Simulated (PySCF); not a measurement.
Au(Cl) anion (AuCl), SMILES [Cl][Au] (connectivity only; charge and spin as stated), charge -1, multiplicity 2. Geometry: PBE-D3(BJ)/def2-TZVPD. The spin state was assumed, not searched. The def2 effective core potentials stand for the cores of Au; spin–orbit coupling is left out.

These are PBE-D3(BJ)/def2-TZVPD (PySCF) values and carry that method's errors.

Harmonic wavenumbers (cm⁻¹): 222. Rotational constants (GHz): 2.832 (linear); symmetry number 1.

Problem. Work out the zero-point energy and the ideal-gas rigid-rotor harmonic-oscillator thermochemistry at 298.15 K and 1 atm.

Solution. ZPE = ½ Σ hcν = ½ × 222 cm⁻¹ = 0.32 kcal/mol. H − E(el) = 2.72 kcal/mol. Entropy in cal/(mol K): translation 42.23, rotation 17.28, vibration 1.95, spin 1.38, total 62.83. G − E(el) = -16.01 kcal/mol. Cp = 8.76 cal/(mol K).
